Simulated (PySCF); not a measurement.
C4H3Cl2F, SMILES F[C@H](C(Cl)Cl)C#C.

Geometry optimised at B3LYP-D3(BJ)/def2-SVP. The structure was generated by enumeration; whether it is a known compound was not checked. One conformer was computed; it need not be the lowest.

Two levels are set side by side: PBE/def2-TZVP (PySCF) and HF/def2-TZVP (PySCF). Same geometry, gas phase. Differences are taken from unrounded values.

```
quantity                         HF    PBE  PBE minus HF
---------------------------  ------  -----  ------------
orbital gap (eV)              14.63   5.63         -9.01
highest occupied level (eV)  -11.24  -7.19          4.06
lowest empty level (eV)        3.39  -1.56         -4.95
dipole moment (D)              1.48   1.22         -0.25
mean polarisability (bohr³)    65.1   70.6           5.4
```

Without exact exchange PBE keeps part of each electron's self-repulsion, which lifts occupied levels and narrows the gap. Loosely held outer electrons make PBE densities more polarisable. Differences between two approximate levels are no errors against the true value.

Rough cost on one machine, each run with all the roots and properties that it gave: HF against PBE about 1/3.
